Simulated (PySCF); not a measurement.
Radial density of Sr⁺ (strontium, charge +1)

M06, [Kr] 5s1, 2S determinant. All numbers are calculated (PySCF 2.14, the spin-free X2C one-electron Hamiltonian (Gaussian nucleus), in aug-cc-pVQZ-X2C).

| r (bohr) | 4πr²ρ (e/bohr) | 4πr²(ρα − ρβ) |
| --- | --- | --- |
| 0.0400 | 43.34 | 0.0003 |
| 0.0672 | 41.19 | 0.0007 |
| 0.113 | 57.08 | 0.0098 |
| 0.190 | 41.38 | 0.0004 |
| 0.320 | 37.64 | 0.0196 |
| 0.538 | 31.69 | 0.0014 |
| 0.905 | 8.635 | 0.0637 |
| 1.52 | 6.045 | -0.0226 |
| 2.56 | 1.157 | 0.2266 |
| 4.31 | 0.2848 | 0.2753 |
| 7.25 | 0.01669 | 0.0167 |
| 12.2 | 0.0003221 | 0.0003 |
| 20.5 | 3.480e-05 | 0.0000 |

Densities and radii are taken from the X2C orbitals without a picture-change correction, which distorts them close to the nucleus.

**Question.** Where is the radial spin density 4πr²(ρα − ρβ) most negative, and why is it negative at all?

**Answer.** Around r = 1.52 bohr, down to -0.0226 e/bohr: exchange with the open shell polarises the paired shells in an unrestricted calculation.
